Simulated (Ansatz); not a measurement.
Geometry optimisation, RKS PBE-D4/def2-mTZVP in Ansatz.

input.yaml

```yaml
crystal:
  periodic: [false, false, false]
  atoms:
    - { symbol: Mg, position_ang: [-1.7958, -0.1355, 0.2044] }
    - { symbol: "N", position_ang: [0.2007, -1.5841, 0.0032] }
    - { symbol: Cl, position_ang: [-2.9957, 0.0858, -1.5461] }
    - { symbol: H, position_ang: [0.5769, 1.2786, 0.3223] }
    - { symbol: O, position_ang: [-0.4564, 1.7514, 0.899] }
    - { symbol: H, position_ang: [0.9802, -0.5098, -0.1729] }
    - { symbol: O, position_ang: [1.5007, 0.6517, -0.298] }
    - { symbol: H, position_ang: [0.5441, -2.0962, 0.8036] }
    - { symbol: H, position_ang: [0.2468, -2.1861, -0.8076] }
    - { symbol: H, position_ang: [-0.1776, 1.8414, 1.8085] }
    - { symbol: H, position_ang: [1.3761, 0.9026, -1.2165] }
basis:
  gaussian: { orbitals: def2-mTZVP }
hamiltonian:
  xc: pbe
  dispersion: d4
relax:
  f_tol: 0.15
  max_steps: 25
  restrain:
    - { distance: [0, 4], at: 3.37, k: 30.0 }
    - { distance: [3, 6], at: 2.27, k: 30.0 }
    - { distance: [5, 1], at: 2.32, k: 30.0 }
    - { distance: [0, 1], at: 2.12, k: 30.0 }
    - { distance: [3, 4], at: 0.97, k: 30.0 }
    - { distance: [5, 6], at: 0.97, k: 30.0 }
```

Launched with:

```bash
$ ansatz run input.yaml --threads 4 --pin off --max-ram 5120MiB --backend cpu --events-out ev --progress --plain --runs-dir out
```

Question: Where does it end, and by what steps?

Answer: It converged. The restraints hold the end off the free minimum. After 10 steps the energy has risen by 0.006 eV (the restraints' own energy left out); Mg1 moved furthest, 0.87 Å. Joined: H4–O5 (1.27 → 0.98 Å), H6–O7 (1.28 → 0.98 Å).

| step | energy less start (eV) | largest force component (eV/Å) | accepted |
| --- | --- | --- | --- |
| 0 | 0.0000 | 3.160 | yes |
| 1 | 0.2914 | 3.038 | yes |
| 2 | 0.5236 | 3.026 | yes |
| 3 | 0.5560 | 2.415 | yes |
| 4 | 0.3244 | 1.879 | yes |
| 5 | 0.3068 | 1.803 | yes |
| 6 | 0.1166 | 1.568 | yes |
| 7 | 0.0611 | 1.345 | yes |
| 8 | 0.0259 | 1.402 | yes |
| 9 | 0.0164 | 1.363 | no |
| 10 | 0.0060 | 1.303 | yes |

```xyz
11
Properties=species:S:1:pos:R:3
Mg -1.697 -0.683 -0.460
N -0.017 -1.796 0.027
Cl -3.473 0.106 -1.526
H 0.357 1.863 0.705
O -0.447 1.916 1.257
H 1.511 -0.155 -0.517
O 1.802 0.771 -0.649
H 0.152 -1.934 1.027
H 0.078 -2.719 -0.407
H -0.114 1.760 2.160
H 1.848 0.872 -1.618
```

Run time: 27 s on 4 threads of Arm Neoverse N1, with other jobs on the host, peak memory 0.17 GiB.
